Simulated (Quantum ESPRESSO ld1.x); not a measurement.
The numbers below are computed, except where a source is named.
Mean orbital radii <r> (bohr) of the lithium ion Li+, [He], at several levels of relativity; Dirac values are averaged over j with weights 2j + 1. Spin-unpolarised spherical Kohn-Sham, LDA (Slater exchange, VWN5 correlation), point nucleus, ld1.x of Quantum ESPRESSO 7.5. A level marked "c x" has the speed of light scaled by that factor.

shell       non-rel.   Dirac  Dirac, c x 0.85  Dirac, c x 1.25  change of magnitude, last against first (%)
1s            0.5847  0.5847           0.5846           0.5847                                        -0.01
2s (empty)     3.283   3.282            3.282            3.282                                        -0.01
2p (empty)     3.554   3.554            3.554            3.554                                        0.00
